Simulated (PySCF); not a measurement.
# Bond curve of KCa

Set-up: PySCF, spin-free X2C with a Gaussian nucleus, basis sets K x2c-TZVPall, Ca x2c-TZVPall. Energies in eV from K + Ca in their ground configurations at the same level. State: ²Σ⁺ (doublet), unpaired electrons σ ↑.

All columns are PBE0. A positive dipole means K(−)Ca(+).

```csv
R (Å),E (eV),μ (D),Mulliken charge on K (basis-dependent),HOMO (eV),LUMO (eV),Mayer bond order,⟨S²⟩
3.670,-0.110,-2.28,0.03,-2.85,-1.42,0.71,0.77
3.840,-0.175,-2.36,0.03,-2.87,-1.44,0.67,0.77
4.011,-0.210,-2.39,0.03,-2.89,-1.46,0.62,0.77
4.139,-0.222,-2.38,0.03,-2.90,-1.47,0.58,0.77
4.267,-0.226,-2.36,0.03,-2.91,-1.48,0.55,0.77
4.395,-0.222,-2.33,0.04,-2.93,-1.49,0.51,0.77
4.566,-0.211,-2.26,0.04,-2.94,-1.50,0.46,0.76
4.779,-0.190,-2.15,0.04,-2.96,-1.51,0.40,0.76
5.035,-0.161,-1.98,0.05,-2.98,-1.51,0.33,0.76
5.376,-0.122,-1.72,0.04,-3.00,-1.50,0.25,0.76
```

A fit through these points gives, at Re = 4.260 Å, μ = -2.37 D and dμ/dR = 0.214 D/Å; the reduced mass is 19.73 u.

Task: How strong is the fundamental in the double-harmonic approximation, I = 42.26·(dμ/dR)²/μred km/mol?

Result: I = 42.26·(0.214)²/19.73 = 0.0981 km/mol at PBE0.

The bond is weak. Basis-set superposition, not corrected here, can be much of De in a small basis, most of all at correlated wavefunction levels. Functionals without a dispersion term scatter widely for such bonds, and LDA overbinds them. The state is the lowest determinant that a PBE0 search found; another state may lie lower at other levels.
